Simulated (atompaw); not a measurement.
**Before and after: PAW (atompaw) potential for silver (Ag)**

- Element: silver (Ag)
- Generator: atompaw 4.2.0.5
- Type: PAW
- Functional: PBE
- Relativity: scalar-relativistic
- Frozen core: [Kr]
- Valence charge: 11
- Reference configuration: 4d10 5s1 5p0
- Partial waves: 5s (bound): rc 3.00 bohr; 5s channel at 0.05 Ry: rc 2.70 bohr; 5p (bound, empty): rc 3.00 bohr; 5p channel at 3.05 Ry: rc 3.00 bohr; 4d (bound): rc 3.00 bohr; 4d channel at 0.25 Ry: rc 3.00 bohr
- Local potential: bessel scheme, radius 2.90 bohr
- Core correction: smooth core density matched at 1.95 bohr
- Augmentation charge: besselshape compensation charge, radius 3.00 bohr; PAW radius 3.00 bohr; waves and projectors: custom polynom gramschmidtortho

Change: all radii scaled by about 1.25 (s 3.76, p 3.76, d 3.76 bohr); local potential bessel scheme, radius 3.64 bohr; augmentation besselshape compensation charge, radius 3.76 bohr; PAW radius 3.76 bohr; waves and projectors: custom polynom gramschmidtortho; core correction smooth core density matched at 2.44 bohr.

Cutoffs: the cutoffs (Ry, on a coarse ladder) from which the occupation-weighted sum of valence levels, in a spherical-Bessel basis at the reference potential, stays within 10 and 1 mRy of its value at 400 Ry; they do not see the model core or the augmentation charge, which bear on the density cutoff.

Question: What does the change do?

Answer: The potential gets softer (10 Ry and 18 Ry → 8 Ry and 12 Ry); neither file shows a bound ghost. A larger radius leaves more room for a smooth pseudo-wave, so fewer plane waves are needed.

```tsv
quantity	base	changed
cutoff, loose	10 Ry	8 Ry
cutoff, tight	18 Ry	12 Ry
loose cutoff by channel (10 mRy a level)	s 6 Ry, d 8 Ry	s 6 Ry, d 6 Ry
bound ghosts	none	none
lowest overlap eigenvalue by channel	s 0.45, p 0.34, d 0.95	s 0.45, p 0.76, d 0.94
```

 The cutoffs see the waves, projectors and local potential, not the compensation charge or the core.
